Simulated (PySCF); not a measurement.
A side-by-side comparison of computed properties.

First species: C₅H₁₇NSi₂.
Numbering: `[CH3:1][Si@H:2]([NH:3][SiH3:4])[C:5]([CH3:6])([CH3:7])[CH3:8]` (hydrogens: H9, H10, H11 on C1; H12 on Si2; H13 on N3; H14, H15, H16 on Si4; H17, H18, H19 on C6; H20, H21, H22 on C7; H23, H24, H25 on C8)

Second species: C5H17NSi2.
Atom-mapped SMILES: `[CH3:1][NH:2][C@@:3]([CH3:4])([CH2:5][SiH3:6])[SiH2:7][CH3:8]` (hydrogens: H9, H10, H11 on C1; H12 on N2; H13, H14, H15 on C4; H16, H17 on C5; H18, H19, H20 on Si6; H21, H22 on Si7; H23, H24, H25 on C8)

Levels: PBE0/pcSseg-1 for dipole moment, HOMO energy, LUMO energy and HOMO–LUMO gap; GFN2-xTB for rotational constant A and rotational constant C. Geometries: GFN2-xTB. All species are isolated and taken at one optimised geometry, non-relativistic unless stated. Electronic properties by PySCF.

The conformers computed, where there is a choice (atom-mapped SMILES and torsion angles):
- `[CH3:1][Si@H:2]([NH:3][SiH3:4])[C:5]([CH3:6])([CH3:7])[CH3:8]`: C1–Si2–N3–Si4 179°, C1–Si2–C5–C6 -171°
- `[CH3:1][NH:2][C@@:3]([CH3:4])([CH2:5][SiH3:6])[SiH2:7][CH3:8]`: C1–N2–C3–C4 -48°, N2–C3–C5–Si6 -173°, N2–C3–Si7–C8 58°

Values for the first species:

```
Dipole moment         : 0.98 D
HOMO energy           : -6.96 eV
LUMO energy           : 0.48 eV
HOMO–LUMO gap         : 7.44 eV
Rotational constant A : 1.750 GHz
Rotational constant C : 0.761 GHz
```

Task: Estimate the same properties for the second species, and the change in each.

Result: 
| property | first | second | second less first |
| --- | --- | --- | --- |
| dipole moment | 0.98 D | 1.26 D | +0.28 D |
| HOMO energy | -6.96 eV | -6.24 eV | +0.72 eV |
| LUMO energy | 0.48 eV | 0.78 eV | +0.30 eV |
| HOMO–LUMO gap | 7.44 eV | 7.02 eV | -0.42 eV |
| rotational constant A | 1.750 GHz | 1.570 GHz | -0.180 GHz |
| rotational constant C | 0.761 GHz | 0.734 GHz | -0.027 GHz |

On the first: The dipole equals about 3.3 × 10⁻³⁰ C·m (1 D = 3.33564 × 10⁻³⁰ C·m). A dipole of 0.98 D is allowed in C1, and pure rotational transitions are dipole-allowed.

On the second: The dipole equals about 4.2 × 10⁻³⁰ C·m (1 D = 3.33564 × 10⁻³⁰ C·m).
